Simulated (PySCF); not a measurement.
## Two-photon absorption: SMILES Cc1ccc(B(O)O)cc1, C7H9BO2

Cartesian coordinates in Å; atom numbers follow the order of the lines, from 1:
```xyz
19

C     3.2663    0.4140   -0.2971
C     1.7760    0.2497   -0.2359
C     1.0687    0.4601    0.9520
C    -0.3152    0.3076    0.9925
C    -1.0493   -0.0580   -0.1431
B    -2.6066   -0.2412   -0.1237
O    -3.2429   -0.4974   -1.2983
O    -3.3650   -0.1630    1.0102
C    -0.3314   -0.2637   -1.3326
C     1.0495   -0.1154   -1.3780
H     3.7522   -0.4996   -0.6743
H     3.5467    1.2323   -0.9798
H     3.6899    0.6405    0.6913
H     1.6116    0.7479    1.8567
H    -0.8232    0.4891    1.9467
H    -4.1915   -0.6006   -1.1666
H    -2.8475   -0.0066    1.8045
H    -0.8789   -0.5473   -2.2348
H     1.5819   -0.2854   -2.3186
```

The calculation used TDDFT CAM-B3LYP/aug-cc-pVDZ excited states, vertical, gas phase in PySCF. Geometry: PBE0-D3(BJ)/def2-SVP.

**Question.** How strongly do the lowest singlets absorb one photon, and two photons of half the energy?

**Answer.** δ for parallel linear polarisation; σ at the peak of a Lorentzian of half width 0.1 eV, single beam; Ω is circular over linear.
```csv
state,E (eV),f,photon λ (nm),δ (au),σ (GM),Ω,main
S1,5.19,0.006,478,0.46,0.01,1.33,"HOMO−1→LUMO+1 0.50, HOMO→LUMO+4 0.40"
S2,5.65,0.175,439,69.6,0.81,0.78,"HOMO→LUMO+1 0.74, HOMO−1→LUMO+4 0.15"
S3,6.18,0.001,401,1.54,0.02,1.24,HOMO→LUMO 0.81
S4,6.41,0.004,387,104,1.57,1.49,HOMO−1→LUMO 0.80
S5,6.53,0.351,380,10.8,0.17,0.67,"HOMO→LUMO+4 0.52, HOMO−1→LUMO+1 0.41"
S6,6.59,0.005,377,12.8,0.20,1.48,HOMO→LUMO+2 0.79
```

Among these, the strongest one-photon state is S5, the strongest two-photon state S4, with a dipole change of 6.7 D (relaxed, norm of the difference vector).
